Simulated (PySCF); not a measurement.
## Static response to an electric field

CH11O2PSi3.
Structure used (GFN2-xTB), in Å, numbered top down from 1:
```xyz
18
CH11O2PSi3 angstrom
C     -1.2026   -1.0066   -1.9310
Si    -0.4936   -0.1466   -0.3811
Si    -1.2769    2.0046    0.0475
P     -0.7304   -1.6469    1.3082
O      1.1116   -0.0415   -0.6586
Si     2.5886    0.0885    0.0111
O      2.5966   -0.4589    1.5349
H     -2.2813   -1.1079   -1.8555
H     -0.7836   -2.0019   -2.0576
H     -0.9836   -0.4389   -2.8300
H     -0.5456    3.0536   -0.6695
H     -1.2018    2.3438    1.4760
H     -2.6915    2.1431   -0.3231
H     -0.5752   -0.7108    2.3172
H     -2.1094   -1.5490    1.3532
H      3.4261   -0.6977   -0.8840
H      2.8918    1.4992    0.1749
H      2.2521   -1.3199    1.7625
```

Level: B3LYP/def2-SVPD (PySCF), static field, nuclei fixed, core orbitals frozen in the response. The polarisability tensor in these axes (au):

```
x   124.24  -2.95   1.43
y    -2.95 137.36  -6.38
z     1.43  -6.38 122.87
```

Q: What are the eigenvalues, a third of the trace, and Δα (Δα² = ½Σ(αi − αj)² over the three pairs)?

A: Principal values 120.44, 123.61 and 140.43 au; mean 128.16 au = 18.99 Å³ = 21.13 × 10⁻⁴⁰ C²·m²/J; Δα = 18.61 au (15 % of the mean).

Q: What is the dipole moment, and where does it point?

A: (-0.89, -0.74, -0.64) D, 1.33 D in size, pointing from the negative to the positive side. Measured along this direction, the outermost atoms are H17 at the negative end and H8 at the positive end.

Q: Give the eigenvalues of the traceless quadrupole moment Θ = ½Σq(3rr − r²1), origin at the centre of nuclear charge.

A: -2.33, 0.07, 2.26 D·Å. The values depend on the origin, since the dipole doesn't vanish. The electronic extent ⟨r²⟩ about the same centre is 1884 bohr², a root-mean-square distance of 2.42 Å for the 90 electrons.

Q: In a dilute gas of rigid molecules at 400 K, how does the orientational term μ²/3kT compare with the electronic polarisability?

A: In Gaussian units μ²/3kT = 10.66 Å³ against 18.99 Å³, a ratio of 0.56; the Debye molar polarisation (4π/3)N_A(α + μ²/3kT) is 74.8 cm³/mol, leaving out the vibrational part.

Q: Find the Langevin capture rate constant for O2+ (31.990 u) meeting this molecule (169.980 u), k = 2.342 × 10⁻⁹ cm³/s × √(α in Å³ / reduced mass in u).

A: The reduced mass is 26.92 u, so k = 1.97 × 10⁻⁹ cm³/s. The formula leaves out the permanent dipole, which adds to the capture rate.

One conformer (not necessarily the lowest) at the GFN2-xTB geometry, without solvent, vibrations or thermal averaging.
